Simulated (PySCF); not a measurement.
C5H5Cl.

```xyz
11

C      2.5879    -0.1114     1.0563
C      1.6568    -0.5469     0.4179
C      0.5275    -1.0729    -0.3508
C     -0.7726    -0.3411    -0.1062
C     -1.8745    -0.8850     0.4110
Cl    -0.7438     1.3450    -0.5831
H      3.4128     0.2780     1.6221
H      0.7678    -1.0199    -1.4280
H      0.3767    -2.1381    -0.1096
H     -2.7881    -0.3052     0.5499
H     -1.8743    -1.9362     0.7086
```
Charge 0, spin multiplicity 1.

Geometry optimised at B3LYP-D3(BJ)/def2-SVP. One conformer was computed; it need not be the lowest.

Calculation: PBE/pcSseg-1 in PySCF. Non-relativistic, no solvent.

Computed absolute GIAO shielding of each atom: isotropic value and principal components (ppm):
```
atom  σ(iso)    σ11    σ22    σ33   span
----  ------  -----  -----  -----  -----
C1     105.9   30.3   37.4  249.8  219.5
C2      99.6    3.1    4.7  291.1  288.0
C3     145.0  128.8  138.6  167.5   38.7
C4      25.8  -75.1   57.3   95.2  170.3
C5      61.8  -37.9   88.9  134.3  172.3
Cl6    640.2  408.9  562.6  949.2  540.4
H7      29.4   24.4   24.7   39.1   14.7
H8      28.0   24.4   27.3   32.4    8.0
H9      28.1   23.4   28.0   32.8    9.3
H10     25.9   22.7   24.0   30.9    8.2
H11     25.8   22.5   24.7   30.2    7.7
```
